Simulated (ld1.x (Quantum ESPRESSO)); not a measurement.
## antimony (Sb), TM: configuration errors across variants

antimony (Sb), norm-conserving Troullier–Martins (Kleinman–Bylander form), made with ld1.x (Quantum ESPRESSO) 7.5 (LDA (PZ), scalar-relativistic). Core [Kr], reference 4d10 5s2 5p2 (charge +1). Waves: 5s (bound): rc 1.60 bohr; 5p (bound): rc 1.85 bohr; 4d (bound): rc 0.95 bohr. Local part: all-electron potential smoothed inside 0.80 bohr (lloc = -2). Core correction: Bessel-smoothed model core, default radius (core density twice the valence density).

All-electron excitation energies from the reference (eV): (1) 4d10 5s2 5p3 -8.521; (2) 4d10 5s2 5p1 16.253; (3) 4d10 5s2 5p0 41.038; (4) 4d10 5s2 5p2.5 -5.166; (5) 4d10 5s0 5p5 8.125; (6) 4d9 5s2 5p4 22.483; (7) 4d10 5s1 5p3 8.818; (8) 4d10 5s2 5p2 spin -0.591; (9) 4d10 5s2 5p3 spin -9.613.

Spin tests fill each open shell by Hund’s rule, majority spin first.

The default core radius of the base comes out at 0.61 bohr.

A true bound ghost makes a file unfit for plane-wave use even where its test errors are small: the radial tests pick states by their node count and pass the ghost by.

Errors AE − PS in meV (a dash: test not solved or not reliable):

| change | (1) | (2) | (3) | (4) | (5) | (6) | (7) | (8) | (9) | bound ghosts |
| --- | --- | --- | --- | --- | --- | --- | --- | --- | --- | --- |
| base | +4.0 | -1.6 | -1.9 | +1.9 | -7.1 | -272 | -1.4 | +3.4 | +11 | s, p |
| core correction none | +4.4 | +0.1 | +8.8 | +2.1 | -2.4 | -223 | +0.3 | +12 | +24 | s, p |
| core correction Bessel-smoothed model core inside 0.40 bohr | +4.0 | -1.6 | -1.9 | +1.9 | -7.1 | -273 | -1.4 | +3.4 | +11 | s, p |
| core correction Bessel-smoothed model core inside 0.56 bohr | +4.0 | -1.6 | -1.9 | +1.9 | -7.1 | -273 | -1.4 | +3.4 | +11 | s, p |
| core correction Bessel-smoothed model core inside 0.70 bohr | +4.0 | -1.6 | -1.9 | +1.9 | -7.1 | -272 | -1.4 | +3.4 | +11 | s, p |
| core correction Bessel-smoothed model core inside 0.74 bohr | +4.0 | -1.6 | -1.9 | +1.9 | -7.1 | -272 | -1.4 | +3.4 | +11 | s, p |
| core correction Bessel-smoothed model core inside 0.86 bohr | +4.0 | -1.6 | -1.9 | +1.9 | -7.1 | -272 | -1.4 | +3.4 | +11 | s, p |
| core correction Bessel-smoothed model core inside 0.94 bohr | +4.0 | -1.6 | -1.9 | +1.9 | -7.1 | -273 | -1.4 | +3.4 | +11 | s, p |
| core correction Bessel-smoothed model core inside 1.04 bohr | +4.0 | -1.6 | -1.9 | +1.9 | -7.1 | -273 | -1.4 | +3.4 | +11 | s, p |
| core correction Bessel-smoothed model core inside 1.14 bohr | +4.0 | -1.6 | -1.9 | +1.9 | -7.1 | -273 | -1.4 | +3.4 | +11 | s, p |

Q: Give the same row for: core correction Bessel-smoothed model core inside 0.44 bohr.

A: +4.0, -1.6, -1.9, +1.9, -7.1, -273, -1.4, +3.4, +11; bound ghosts: s, p.
